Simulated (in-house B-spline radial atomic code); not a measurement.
Sr. Computed with a B-spline radial atomic code. Model: non-relativistic spherical atom: semilocal Troullier-Martins pseudo-atom, one channel per l, against all electrons, high spin, G0W0 and RPA with empty states to l = 8, local potential for every l without a channel, a model core (radius 0 = none) keeps its share of the functional.

Without relativity these are model numbers for so heavy an element.

What the tables leave out is listed at the end.

The pseudopotential gives back the lowest level of each angular momentum of its own functional in the configuration it was made in; a second state of the same l is only approximately right. Exact exchange, RPA and GW see the smooth pseudo-orbitals and miss the exchange with the core, for which the functional's share stands in. The column with an uncorrelated core keeps all orbitals and exact exchange, and so separates missing core correlation from pseudisation. Only the three outermost levels and the lowest empty one were computed. RPA here is direct RPA, with no exchange kernel, and its energies carry an (l + 1/2)⁻⁴ tail. A hybrid on a potential with a model core restores only its own semilocal share of the core's exchange.

Command:
```bash
python run_psgw.py task.json out
```
Settings (lengths in bohr, energies in hartree):
```
Z                      38
electrons              38
configuration          [Kr] 5s2
generated_in           [Kr] 5s2
functional             pbe,pbe
core_shells            7
radius_factor          0.9
core_correction        True
ion_configuration      [Kr] 5s1
```

Run time, properties included: 68 s on 1 thread of Arm Neoverse N1, on a shared host.

Given: made with PBE; model core radius 0.983 bohr; local radius 1.526 bohr; mean-field start PBE.

Valence shells of the generating configuration: 4p, 5s.

Channel: s 3.388, p 1.197, d 1.837 (radii in bohr).

Computed: largest level miss in the spin-unpolarised generating configuration 0.001 eV; valence RPA correlation energy all-electron orbitals -0.36452 hartree; all-electron RPA polarisability, core included 140.82 bohr³; pseudo-atom RPA polarisability 141.01 bohr³; ionisation by mean-field all-electron 5.6181 eV; ionisation by mean-field pseudo minus all -0.005 eV; ionisation by RPA all-electron 6.0537 eV.

```tsv
level	occupied	mean-field all-electron (eV)	mean-field pseudo minus all (eV)	G0W0 all-electron (eV)	G0W0 uncorrelated core minus all (eV)	G0W0 pseudo minus all (eV)	exchange self-energy all-electron (eV)	exchange self-energy pseudo (eV)
5s	1	-3.4788	0	-5.6626	0.025	-0.196	-6.7766	-6.5549
```

(1) What is the ionisation by RPA pseudo minus all?

(2) What is the valence RPA correlation energy pseudo?

Given: mean-field start PBE0.

Computed: valence RPA correlation energy all-electron orbitals -0.33165 hartree; valence RPA correlation energy pseudo -0.43601 hartree; ionisation by mean-field all-electron 5.5366 eV; ionisation by mean-field pseudo minus all 0.099 eV; ionisation by RPA all-electron 5.8598 eV; ionisation by RPA pseudo minus all 0.204 eV.

```json
{"level": "5s", "occupied": "1", "mean-field all-electron (eV)": "-3.9936", "mean-field pseudo minus all (eV)": "-0.074", "G0W0 all-electron (eV)": "-5.7599", "G0W0 uncorrelated core minus all (eV)": "0.029", "G0W0 pseudo minus all (eV)": "-0.229", "exchange self-energy all-electron (eV)": "-6.6724", "exchange self-energy pseudo (eV)": "-6.7474"}
{"level": "5p (empty)", "occupied": "0", "mean-field all-electron (eV)": "-0.9469", "mean-field pseudo minus all (eV)": "0.104", "G0W0 all-electron (eV)": "-0.20841", "G0W0 uncorrelated core minus all (eV)": "0.015", "G0W0 pseudo minus all (eV)": "0.116", "exchange self-energy all-electron (eV)": "-1.3862", "exchange self-energy pseudo (eV)": "-1.0367"}
```

(3) What is the all-electron RPA polarisability, core included?

(4) What is the pseudo-atom RPA polarisability?

Answers

(1) 0.19 eV.

(2) -0.47388 hartree.

(3) 121.82 bohr³.

(4) 113.97 bohr³.

Among the listed levels the largest G0W0 shift of the pseudo-atom is -0.23 eV, for 5s on the PBE0 start, while leaving the core uncorrelated moves that level by +0.03 eV. So pseudisation and the lost core exchange, not the missing core correlation, make the error. Not in the tables (levels of low weight, unsolved or above zero; the highest and the empty levels are kept at any weight): on PBE the G0W0 levels 4p (pseudo minus all +1.69 eV, weights 0.12 and 0.08), 4d (pseudo minus all +0.00 eV, weights 0.46 and 0.49); on PBE0 the G0W0 levels 4p (pseudo minus all +1.60 eV, weights 0.62 and 0.56); no Hartree-Fock pseudo-atom is run with a model core.
